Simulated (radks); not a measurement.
Species: Tb+. Configuration: [Xe] 4f9 6s1. Calculated with a radial shooting solver on a logarithmic mesh with Libxc functionals: Dirac Kohn-Sham, PBE, spin-unpolarised, spherical densities, point nucleus; open shells are shared between the two j in proportion to 2j + 1; speed of light set to 411.108 atomic units (3 times the physical value, a model run).

Unscreened Slater integrals over Kohn-Sham orbitals (cm^-1). Large and small components are both included.

F0(6s1/2,6s1/2): 49679
F0(6s1/2,4f7/2): 64849
G3(6s1/2,4f7/2): 2151.7
F0(6s1/2,4f5/2): 64856
G3(6s1/2,4f5/2): 2144.5
F0(6s1/2,5p3/2): 61912
G1(6s1/2,5p3/2): 4377.4
F0(4f7/2,4f7/2): 241340
F2(4f7/2,4f7/2): 112010
F4(4f7/2,4f7/2): 69777
F6(4f7/2,4f7/2): 50062
F0(4f7/2,4f5/2): 241560
F2(4f7/2,4f5/2): 112130
F4(4f7/2,4f5/2): 69853
G2(4f7/2,4f5/2): 112100
G4(4f7/2,4f5/2): 69836
G6(4f7/2,4f5/2): 50105
F0(4f7/2,5p3/2): 147770
F2(4f7/2,5p3/2): 49223
G2(4f7/2,5p3/2): 25867
G4(4f7/2,5p3/2): 19751
F0(4f5/2,4f5/2): 241780
F2(4f5/2,4f5/2): 112250
F4(4f5/2,4f5/2): 69929
F0(4f5/2,5p3/2): 147820
F2(4f5/2,5p3/2): 49179
G2(4f5/2,5p3/2): 25792
G4(4f5/2,5p3/2): 19703
F0(5p3/2,5p3/2): 122620
F2(5p3/2,5p3/2): 65871
